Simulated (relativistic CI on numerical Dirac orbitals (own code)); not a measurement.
Calculated at this level of theory: Dirac-Coulomb-Breit CI, KLI orbitals optimised for each configuration, model QED, unscaled Slater integrals (own radial code, finite nucleus).

The strongest absorption lines from the ground level of an ion, among the configurations computed and to levels below about 600 eV (vacuum wavelength in nm, gf): 5.8306 (1.5), 6.3733 (2.2), 6.4962 (0.23), 6.6735 (0.18), 7.0493 (0.28), 7.2119 (0.63), 7.2602 (0.5), 7.6192 (0.32).

Problem. Which ion is it?
A. Rh XXIV
B. Rh XXVI
C. In XXX
D. Ag XXVIII

Solution. B. Rh XXVI has 20 electrons and the ground level 3s2.3p6.3d2 3F_2; the strongest line goes to 3s2.3p5.3d3 3F°_2. The pattern of lines fixes the number of electrons, and along that sequence the line energies rise steadily with the charge (about as its square where n changes within one kind of shell, about linearly where n is kept but much faster in heavy ions where fine structure, which grows about as Z⁴, sets the gap, and irregularly where shells cross), which fixes Z. Configurations outside the model, such as inner-shell arrays, can give stronger lines. At this charge energies of transitions that change n are usually good to better than 1 %, and those within a shell (Δn = 0) to a few per cent. Terms inside the open d or f shell come out 10 to 20 % too wide with unscaled integrals.

LS names give the leading component of a level, which can be under half, so a name can repeat, a term be missing and a line seem to break the LS rules.
